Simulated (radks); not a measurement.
Excited configurations of La XLIX: one electron is placed in a higher orbital outside [He] 2s2 2p4. The ground configuration is [He] 2s2 2p5. Method: scalar-relativistic Kohn-Sham, SCAN, spin-polarised, spherical densities, finite nucleus; open shells are filled with parallel spins first (spin-orbit coupling, left out, can overturn this in heavy ions); meta-GGA in the generalised Kohn-Sham scheme; Fermi nuclear charge, rms radius 4.855 fm; computed with a radial shooting solver on a logarithmic mesh with Libxc functionals. Excitation = E - E(ground); binding = E(ion) - E, where the ion is the core of charge +49; n* = 49/sqrt(2 binding) in atomic units. These energies are relativistic, and a one-electron ion of charge +49 with no core already has n* below n in this formula (scalar-relativistic equation, point nucleus: 3p 2.973, 3d 2.990, 4p 3.969, 5d 4.984, 5f 4.991, 6p 5.965, 6d 5.982, 7p 6.964, 7f 6.989). The quantum defect is therefore taken as that value minus n*, so that it holds no relativistic shift of the bare ion.

| outer orbital | excitation (eV) | binding (eV) | n* | quantum defect | eigenvalue (eV) | <r> (bohr) |
|---|---|---|---|---|---|---|
| 3p | 5178.3 | 3881.4 | 2.901 | 0.072 | -3845.6 | 0.2376 |
| 3d | 5344.7 | 3715.1 | 2.965 | 0.025 | -3667.2 | 0.2066 |
| 4p | 6909.6 | 2150.2 | 3.898 | 0.072 | -2131.3 | 0.4448 |
| 5d | 7729.0 | 1330.7 | 4.955 | 0.029 | -1318.3 | 0.6895 |
| 5f | 7748.6 | 1311.1 | 4.992 | 0.000 | -1297.8 | 0.6384 |
| 6p | 8119.1 | 940.60 | 5.893 | 0.072 | -933.12 | 1.043 |
| 6d | 8137.7 | 922.02 | 5.952 | 0.030 | -913.92 | 1.023 |
| 7p | 8371.9 | 687.83 | 6.892 | 0.073 | -682.49 | 1.434 |
| 7f | 8390.7 | 669.06 | 6.988 | 0.001 | -663.11 | 1.370 |

The Delta-SCF ionisation energy is 9059.7 eV (NIST Atomic Spectra Database: 8914 eV, theoretical). Self-interaction in the functional shifts the binding energies and quantum defects, so they are the method's values and not measured ones. Open shells are spherical and high-spin; term and fine-structure splittings are not resolved. Spin-orbit splitting is averaged out at the scalar-relativistic level.
